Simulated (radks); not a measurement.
Task: The niobium ion Nb3+, configuration [Kr] 4d2. Calculated with a radial shooting solver on a logarithmic mesh with Libxc functionals: scalar-relativistic Kohn-Sham, PBE, spin-polarised, spherical densities, finite nucleus; open shells are filled with parallel spins first (spin-orbit coupling, left out, can overturn this in heavy ions); Fermi nuclear charge, rms radius 4.324 fm. Some entries of the table are withheld. Estimate them.

| orbital | occ. | eigenvalue (eV) | r(max) (bohr) |
|---|---|---|---|
| 1s down | 1 | -18839.31 | 0.02349 |
| 1s up | 1 | -18839.30 | 0.02349 |
| 2s up | 1 | -2662.396 | 0.1332 |
| 2s down | 1 | -2662.163 | 0.1332 |
| 2p up | 3 | -2380.643 | 0.1064 |
| 2p down | 3 | -2380.472 | 0.1064 |
| 3s up | 1 | -470.3102 | 0.3955 |
| 3s down | 1 | -470.1893 | 0.3956 |
| 3p up | 3 | -378.2157 | 0.3893 |
| 3p down | 3 | -378.0798 | 0.3893 |
| 3d up | 5 | -227.7293 | 0.3344 |
| 3d down | 5 | -227.5142 | 0.3346 |
| 4s up | 1 | -89.5378 | 1.030 |
| 4s down | 1 | -88.1351 | 1.027 |
| 4p up | 3 | (1) | 1.118 |
| 4p down | 3 | (2) | 1.113 |
| 4d up | 2 | -31.3418 | 1.399 |
| 4d down | 0 | -29.6016 | 1.390 |

Result: 
(1) 4p up eigenvalue (eV): -65.3080
(2) 4p down eigenvalue (eV): -63.7324
